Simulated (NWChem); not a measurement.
System: ZrHOCl3; SMILES [Zr]([OH])([Cl])([Cl])[Cl]

Here is an NWChem input.

```
start job
memory heap 200 mb stack 900 mb global 1100 mb
geometry units angstroms noautoz
  Zr     0.000000     0.000000    -0.197687
  Cl     2.032174     0.885347     0.562751
  Cl    -1.782820     1.317241     0.562751
  Cl    -0.249354    -2.202588     0.562751
  O      0.000000     0.000000    -2.076349
  H      0.000000     0.000000    -3.034990
end
basis spherical
  * library def2-svp
end
ecp
  Zr library def2-ecp
end
dft
  xc r2scan
  grid coarse
  iterations 150
  mulliken
end
task dft gradient
```

Output (shortened):

```
             Northwest Computational Chemistry Package (NWChem) 7.3.0
             --------------------------------------------------------

 C3  symmetry detected

                             Geometry "geometry" -> ""
                             -------------------------

 Output coordinates in angstroms (scale by  1.889725989 to convert to a.u.)

  No.       Tag          Charge          X              Y              Z
 ---- ---------------- ---------- -------------- -------------- --------------
    1 Zr                  40.0000     0.00000000     0.00000000    -0.20915739
    2 Cl                  17.0000     2.17778371     0.41331470     0.55128061
    3 Cl                  17.0000    -1.44683289     1.67935867     0.55128061
    4 Cl                  17.0000    -0.73095082    -2.09267337     0.55128061
    5 O                    8.0000    -0.00000000    -0.00000000    -2.08781939
    6 H                    1.0000    -0.00000000     0.00000000    -3.04646039

 Effective nuclear repulsion energy (a.u.)     751.1937233883

      Symmetry information
      --------------------

 Group name             C3
 Group number              5
 Group order               3
 No. of unique centers     4

                                 NWChem DFT Module
                                 -----------------

 Summary of "ao basis" -> "ao basis" (spherical)
 ------------------------------------------------------------------------------
       Tag                 Description            Shells   Functions and Types
 ---------------- ------------------------------  ------  ---------------------
 Zr                         def2-svp                11       31   5s3p2d1f
 Cl                         def2-svp                 8       18   4s3p1d
 O                          def2-svp                 6       14   3s2p1d
 H                          def2-svp                 3        5   2s1p

      Symmetry analysis of basis
      --------------------------

        a          40
        e+         32
        e-         32

  Rotation of axis

            General Information
            -------------------
          SCF calculation type: DFT
          Wavefunction type:  closed shell.
          No. of atoms     :     6
          No. of electrons :    72
           Alpha electrons :    36
            Beta electrons :    36
          Charge           :     0
          Spin multiplicity:     1
          Use of symmetry is: on ; symmetry adaption is: on
          Maximum number of iterations: 150
          AO basis - number of functions:   104
                     number of shells:    44
          Convergence on energy requested:  1.00D-06
          Convergence on density requested:  1.00D-05
          Convergence on gradient requested:  5.00D-04

              XC Information
              --------------
                      r^2SCAN Method XC Functional
               r^2SCAN metaGGA Exchange Functional  1.000
                     r^2SCAN Correlation Potential  1.000

             Grid Information
             ----------------
          Grid used for XC integration:  coarse
          Radial quadrature: Mura-Knowles
          Angular quadrature: Lebedev.
          Tag              B.-S. Rad. Rad. Pts. Rad. Cut. Ang. Pts.
          ---              ---------- --------- --------- ---------
          Zr                  1.55      104           9.0       302
          Cl                  1.00       70          11.0       302
          O                   0.60       35           9.0       302
          H                   0.35       35          11.0       302
          Grid pruning is: on
          Number of quadrature shells:   244
          Spatial weights used:  Erf1

      Superposition of Atomic Density Guess
      -------------------------------------

 Sum of atomic energies:       -1506.66047515

      Non-variational initial energy
      ------------------------------

 Total energy =   -1500.050997
 1-e energy   =   -2803.843179
 2-e energy   =     943.372540
 HOMO         =      -0.451917
 LUMO         =      -0.010437

      Symmetry analysis of molecular orbitals - initial
      -------------------------------------------------

  Numbering of irreducible representations:

     1 a           2 e+          3 e-

  Orbital symmetries:

     1 a           2 e+          3 e+          4 a           5 a
     6 e+          7 e+          8 a           9 e+         10 e+
    11 e+         12 e+         13 a          14 e+         15 e+
    16 a          17 a          18 a          19 e+         20 e+
    21 a          22 a          23 e+         24 e+         25 a
    26 e+         27 e+         28 a          29 e+         30 e+
    31 e+         32 e+         33 a          34 e+         35 e+
    36 a          37 a          38 e+         39 e+         40 a
    41 e+         42 e+         43 a          44 e+         45 e+
    46 a

     ---------------------------------------------
      Total Density - Mulliken Population Analysis
     ---------------------------------------------

    Atom       Charge   Shell Charges
 -----------   ------   -------------------------------------------------------
    1 Zr  12     9.77  -0.47  1.58  0.91  0.31  0.03  5.82  0.35  0.11  0.78  0.27  0.09
    2 Cl  17    17.56   2.00  1.99  1.23  0.72  5.94  2.23  3.44  0.01
    3 Cl  17    17.56   2.00  1.99  1.23  0.72  5.94  2.23  3.44  0.01
    4 Cl  17    17.56   2.00  1.99  1.23  0.72  5.94  2.23  3.44  0.01
    5 O    8     8.90   1.99  1.11  0.65  3.19  1.95  0.00
    6 H    1     0.65   0.52  0.07  0.06

   convergence    iter        energy       DeltaE   RMS-Dens  Diis-err
 ---------------- ----- ----------------- --------- --------- ---------
 d= 0,ls=0.0,diis     1  -1502.9771616490 -1.86D+03  3.75D-02  1.58D+00
 d= 0,ls=0.0,diis     2  -1498.8241108722  4.15D+00  2.79D-02  3.76D+01
 d= 0,ls=0.0,diis     3  -1503.1749310353 -4.35D+00  6.42D-03  2.55D-01
 d= 0,ls=0.0,diis     4  -1503.1829115907 -7.98D-03  3.04D-03  2.52D-01
 d= 0,ls=0.0,diis     5  -1503.2143020113 -3.14D-02  5.60D-04  2.57D-03
  Resetting Diis
 d= 0,ls=0.0,diis     6  -1503.2146879726 -3.86D-04  1.16D-04  1.97D-04
 d= 0,ls=0.0,diis     7  -1503.2147121141 -2.41D-05  4.86D-05  8.03D-06
 d= 0,ls=0.0,diis     8  -1503.2147102352  1.88D-06  3.65D-05  2.19D-05
 d= 0,ls=0.0,diis     9  -1503.2147131192 -2.88D-06  8.96D-06  1.44D-06
 d= 0,ls=0.0,diis    10  -1503.2147133040 -1.85D-07  1.41D-06  2.82D-08

         Total DFT energy =    -1503.214713303963
      One electron energy =    -2807.813715861637
           Coulomb energy =     1043.785526629082
    Exchange-Corr. energy =      -99.606165836794
 Nuclear repulsion energy =      360.419641765385

 Numeric. integr. density =       72.000011611370

                  Occupations of the irreducible representations
                  ----------------------------------------------

                     irrep           alpha         beta
                     --------     --------     --------
                     a                14.0         14.0
                     e+               22.0         22.0
                     e-                0.0          0.0

                       DFT Final Molecular Orbital Analysis
                       ------------------------------------

 Vector   34  Occ=2.000000D+00  E=-3.072016D-01  Symmetry=e+
              MO Center= -3.6D-01, -6.2D-01,  2.5D-01, r^2= 5.5D+00
   Bfn.  Coefficient  Atom+Function         Bfn.  Coefficient  Atom+Function
  ----- ------------  ---------------      ----- ------------  ---------------
    80      0.447899  4 Cl pz                77      0.327893  4 Cl pz
    62     -0.261229  3 Cl pz                90     -0.209229  5 O  py
    59     -0.191236  3 Cl pz                74      0.191709  4 Cl pz
    44     -0.186671  2 Cl pz                43      0.171751  2 Cl py
    93     -0.164834  5 O  py                61      0.153334  3 Cl py

 Vector   35  Occ=2.000000D+00  E=-3.072016D-01  Symmetry=e+
              MO Center=  3.6D-01,  6.2D-01,  2.5D-01, r^2= 5.5D+00
   Bfn.  Coefficient  Atom+Function         Bfn.  Coefficient  Atom+Function
  ----- ------------  ---------------      ----- ------------  ---------------
    44      0.409415  2 Cl pz                62     -0.366369  3 Cl pz
    41      0.299719  2 Cl pz                59     -0.268208  3 Cl pz
    89      0.209229  5 O  px                38      0.175237  2 Cl pz
    78     -0.174170  4 Cl px                92      0.164834  5 O  px
    56     -0.156813  3 Cl pz                60     -0.148496  3 Cl px

 Vector   36  Occ=2.000000D+00  E=-3.032867D-01  Symmetry=a
              MO Center= -8.5D-14, -3.3D-14,  5.4D-01, r^2= 5.9D+00
   Bfn.  Coefficient  Atom+Function         Bfn.  Coefficient  Atom+Function
  ----- ------------  ---------------      ----- ------------  ---------------
    43      0.375824  2 Cl py                78      0.361178  4 Cl px
    60     -0.289767  3 Cl px                40      0.273208  2 Cl py
    75      0.262555  4 Cl px                61     -0.249755  3 Cl py
    57     -0.210654  3 Cl px                58     -0.181552  3 Cl py
    37      0.159645  2 Cl py                72      0.153421  4 Cl px

[...]

                         DFT ENERGY GRADIENTS

    atom               coordinates                        gradient
                 x          y          z           x          y          z
   1 Zr      0.000000   0.000000  -0.395250    0.000000   0.000000  -0.003343
   2 Cl      4.115414   0.781052   1.041769   -0.001919  -0.000350  -0.000606
   3 Cl     -2.734118   3.173528   1.041769    0.001262  -0.001487  -0.000606
   4 Cl     -1.381297  -3.954579   1.041769    0.000657   0.001837  -0.000606
   5 O      -0.000000  -0.000000  -3.945407    0.000000  -0.000000   0.001956
   6 H      -0.000000   0.000000  -5.756975    0.000000   0.000000   0.003204
```

Level: r2SCAN/def2-SVP with def2 effective core potentials on Zr. Structure relaxed at the PBE0/def2-SVP level. Not confirmed as a minimum by frequencies. def2 effective core potentials on Zr; no spin-orbit coupling.
